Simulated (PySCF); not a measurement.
## From computed data to an observable: oscillator strength and radiative lifetime

In(Me)3 (C₃H₉In), SMILES [CH3][In]([CH3])[CH3].

Geometry optimised at ωB97X-D3(BJ)/def2-SVP. The isomer is the one that the SMILES or the coordinates give; other isomers of the formula were not compared. The def2 effective core potentials stand for the cores of In; spin–orbit coupling is left out.

PySCF 2.14.0 with TDA-ωB97X/def2-SVPD puts the first singlet state with f over 0.02 at 6.62 eV (vertical), with the transition dipole (0.847, -0.215, 0.720) in atomic units.

Q: Find the oscillator strength, the wavelength and the radiative lifetime that this transition would have in vacuum if emission retraced absorption.

A: 
|μ|² = 1.2820 au, so |μ| = 2.88 D. ΔE = 6.62/27.211 = 0.2433 hartree. f = (2/3) ΔE |μ|² = 0.208 (the program prints 0.208).
λ = 1239.84/6.62 = 187 nm; ν = 53394 cm⁻¹.
Einstein's coefficient A = 0.6670 ν² f s⁻¹ (ν in cm⁻¹) = 4.0e8 s⁻¹, so τ = 1/A = 2.5 ns. This state is S3; the lower singlets have f = 0.000, 0.000. The figure is the radiative limit of this one transition; relaxation, internal conversion, crossing to triplets and a medium change what is measured.
